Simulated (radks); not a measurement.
Values are calculated unless marked as measured or tabulated.
The table gives one normalised radial function P(r) = r R(r) of Kr1.25+ in [Ar] 3d10 4s2 4p(up 2.75, down 2) (r in bohr). Level of theory: non-relativistic Kohn-Sham, TPSS, spin-polarised, spherical densities, point nucleus; meta-GGA in the generalised Kohn-Sham scheme (a radial shooting solver on a logarithmic mesh with Libxc functionals).

| r | P |
|---|---|
| 0.005254 | 0.0812 |
| 0.006842 | 0.0995 |
| 0.008981 | 0.1201 |
| 0.01169 | 0.1402 |
| 0.01523 | 0.1575 |
| 0.01983 | 0.1670 |
| 0.02603 | 0.1617 |
| 0.03389 | 0.1334 |
| 0.04413 | 0.0745 |
| 0.05746 | -0.0171 |
| 0.07542 | -0.1346 |
| 0.09821 | -0.2401 |
| 0.1279 | -0.2861 |
| 0.1665 | -0.2189 |
| 0.2186 | -0.0135 |
| 0.2846 | 0.2545 |
| 0.3706 | 0.4423 |
| 0.4825 | 0.3947 |
| 0.6283 | 0.0715 |
| 0.8247 | -0.4124 |
| 1.074 | -0.7941 |
| 1.398 | -0.9106 |
| 1.821 | -0.7458 |
| 2.39 | -0.4389 |
| 3.112 | -0.1841 |
| 4.052 | -0.0526 |
| 5.277 | -0.0092 |

Which n and l does it have? It may be an empty orbital.

Answer. n = 4, l = 0: the number of nodes gives n - l - 1 = 3, the rise at small r (about r^(l+1)) gives l, and the extent must fit the shell. The curve is that of 4s down; the table hardly tells the two spins apart. 4s down: eigenvalue -35.862 eV, 3 radial nodes at r = 0.0550, 0.222, 0.656 bohr, <r> = 1.56 bohr, 90 % of the charge inside 2.30 bohr.
